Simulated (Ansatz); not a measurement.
Species: NbF, charge 0, multiplicity 5. The spin state was set by rule; other spins were not relaxed. SMILES: [F][Nb]
Geometry: optimised at B3LYP-D3(BJ)/def2-TZVP (Ansatz, an electronic-structure program).

Property: atomisation energy (electronic, to ground-state atoms), in kcal/mol. Correlated levels leave the core frozen unless marked. Open shells are spin-unrestricted. Spin-orbit coupling is left out. The frozen core is the preceding noble-gas configuration, with the filled d and f shells of earlier blocks. In def2 rows, elements after Kr have scalar-relativistic effective core potentials. The coupled-cluster limit lacks core correlation, which all-electron functionals hold. Basis-set limits of correlation are two-point, X^-3; Hartree-Fock from the larger set.

| level | program | atomisation energy (kcal/mol) |
|---|---|---|
| B97M-V/def2-TZVPD | Ansatz | 131.9 |
| B3LYP-D3(BJ)/def2-TZVPD | Ansatz + dftd3 | ___ |
| CAM-B3LYP/def2-TZVPD | Ansatz | 139.1 |
| SCS-MP2/def2-TZVPPD | Ansatz | 142.0 |
| CCSD(T)/CBS(def2-TZVPPD,def2-QZVPPD) | Ansatz | ___ |

**Question.** Some entries are withheld; supply them.

**Answer.** 
- B3LYP-D3(BJ)/def2-TZVPD, atomisation energy (kcal/mol): 136.4
- CCSD(T)/CBS(def2-TZVPPD,def2-QZVPPD), atomisation energy (kcal/mol): 137.0
